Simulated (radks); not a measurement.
Problem. These are the eigenvalues of the occupied orbitals of an atom or ion with whole-number occupations (hartree). All-electron calculation, Dirac Kohn-Sham, PBE, spin-unpolarised, spherical densities, point nucleus. Program: a radial shooting solver on a logarithmic mesh with Libxc functionals.

| orbital | eigenvalue |
|---|---|
| 1s1/2 | -1065.848 |
| 2s1/2 | -161.1062 |
| 2p1/2 | -150.5011 |
| 2p3/2 | -142.0253 |
| 3s1/2 | -31.32825 |
| 3p1/2 | -27.02146 |
| 3p3/2 | -25.47372 |
| 3d3/2 | -17.86496 |
| 3d5/2 | -17.54550 |
| 4s1/2 | -5.21170 |
| 4p1/2 | -3.78031 |
| 4p3/2 | -3.50220 |
| 4d3/2 | -1.26475 |
| 4d5/2 | -1.22640 |
| 5s1/2 | -0.65431 |
| 5p1/2 | -0.39132 |
| 5p3/2 | -0.37037 |

Which element is it, and in what charge state? The configuration may be excited. Open shells, if any, are shared by 2j + 1.

Solution. Z = 50, tin, charge +1: Sn+ in [Kr] 4d10 5s2 5p1. The list shows which subshells hold electrons but not how many an open one holds; the 1s level, -1065.8 hartree, gives Z - s = 46.2 by -(Z - s)^2/2, which with screening and relativity narrows Z to a few neighbours, and the depths of the outer levels then fix element, charge and occupations together.
